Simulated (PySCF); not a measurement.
FeO4, SMILES [O]=[Fe](=[O])(=[O])=[O], multiplicity 1.

Geometry: PBE0-D3(BJ)/def2-SVP. The multiplicity is an assumed one; other spin states were not compared.

Computed with CAM-B3LYP/def2-TZVP (PySCF).

Symmetry labels are those of the subgroup D2 that the program uses (full group Td).

Computed valence orbital energies around the gap with their symmetry:
```tsv
orbital	symmetry	energy (eV)
HOMO−7	B1	-17.15
HOMO−6	A	-13.86
HOMO−5	B1	-13.33
HOMO−4	B2	-13.33
HOMO−3	B3	-13.33
HOMO−2	B2	-11.57
HOMO−1	B3	-11.57
HOMO	B1	-11.57
LUMO	A	-5.41
LUMO+1	A	-5.41
LUMO+2	B2	-3.24
LUMO+3	B3	-3.24
```
